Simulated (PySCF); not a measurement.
An unknown is described by computed data only.

Elements present: Al, C, H, N and O. Monoisotopic mass: 145.1047 u.

* Polarisability: 112.0 au [CAM-B3LYP/def2-SVPD]
* NMR, other nuclei: isotropic shieldings of nuclei other than C and H, by class: 225 (1 N), 323 (1 O), 438 (1 Al) ppm [GIAO HF/pcSseg-1]
* Rotational structure: rotational constants A, B, C: 1.661, 1.289, 1.034 GHz [PBE0-D3(BJ)/def2-SVP]
* Triplet: lowest triplet excitation (Tamm–Dancoff): 6.18 eV [TDA CAM-B3LYP/def2-SVPD]
* Valence photoelectron: vertical ionisation energy: 8.74 eV [ΔSCF CAM-B3LYP/def2-SVPD]
* 13C NMR: chemical shifts (computed TMS as zero) by class: 88.1 (1 C), 48.9 (1 C), 41.3 (1 C), 38.9 (1 C), 22.8 (1 C), -4.3 (1 C) ppm [GIAO HF/pcSseg-1]
* UV, strongest line: among the 10 lowest singlet transitions: S10 at 7.87 eV (157 nm, f = 0.100) [TDDFT CAM-B3LYP/def2-SVPD]
* UV, first state: lowest singlet excitation: 6.54 eV (190 nm, f = 0.040) [TDDFT CAM-B3LYP/def2-SVPD]
* 1H NMR: chemical shifts (computed TMS as zero) by class: 3.69 (1 H), 3.65 (1 H), 3.10 (3 H), 2.76 (1 H), 2.42 (3 H), 2.13 (3 H), 1.92 (1 H), 1.19 (1 H), -0.12 (1 H), -0.26 (1 H) ppm [GIAO HF/pcSseg-1]
* Dipole: 5.10 D [CAM-B3LYP/def2-SVPD]

Gas-phase values; electronic properties from PySCF, density fitting. Levels stand in brackets. Isolated species at its PBE0-D3(BJ)/def2-SVP geometry (one conformer only). NMR values are class means; diastereotopic atoms form classes of their own.

Question: Which formula fits the mass and the elements?

Answer: C6H16AlNO (calculated 145.1047). No other formula that holds each of these elements comes within 0.0003 u with a fitting electron parity and a possible valence count.

Question: Propose a structure and show how it fits.

Answer: Numbering: `[CH3:1][O:2][C@@H:3]1[CH2:4][CH2:5][AlH2-:6][N+:7]1([CH3:8])[CH3:9]`. 6 carbons fall into 6 classes; from least to most shielded: ring sp3 carbon bound to oxygen [C3] (88.1 ppm), methoxy carbon [C1] (48.9 ppm), N-methyl carbon [C9] (41.3 ppm), N-methyl carbon [C8] (38.9 ppm), ring CH2 carbon [C4] (22.8 ppm), ring CH2 carbon [C5] (-4.3 ppm). Hydrogen classes from least to most shielded: 1 H on an aluminium bonded to C, N and 2 H, Al6 (3.69 ppm), 1 H on an aluminium bonded to C, N and 2 H, Al6 (3.65 ppm), 3 H on a methoxy carbon, C1 (3.10 ppm, a mean of values up to 1.0 ppm apart in this geometry), 1 H on an sp3 carbon bound to oxygen, C3 (2.76 ppm), 3 H on an N-methyl carbon, C8 (2.42 ppm, a mean of values up to 1.8 ppm apart in this geometry), 3 H on an N-methyl carbon, C9 (2.13 ppm, a mean of values up to 1.0 ppm apart in this geometry), 1 H on a ring CH2 carbon, C4 (1.92 ppm), 1 H on a ring CH2 carbon, C4 (1.19 ppm), 1 H on a ring CH2 carbon, C5 (-0.12 ppm), 1 H on a ring CH2 carbon, C5 (-0.26 ppm). The other shieldings belong to: 225 ppm, nitrogen bonded to Al and 3 C [N7]; 323 ppm, ether oxygen [O2]; 438 ppm, aluminium bonded to C, N and 2 H [Al6]. The first electron is taken from the HOMO, whose largest Löwdin shares are 0.40 on a ring CH2 carbon, 0.21 on the aluminium bonded to C, N and 2 H, 0.09 on a ring CH2 carbon and 0.07 on an Al–H hydrogen. The optimised geometry has point group C1 and is an asymmetric top. Structure: `CO[C@@H]1C[CH2][AlH2-][N+]1(C)C`. The assignments are read from this structure; whether some other isomer fits the data as well wasn't checked. The mirror image fits equally.
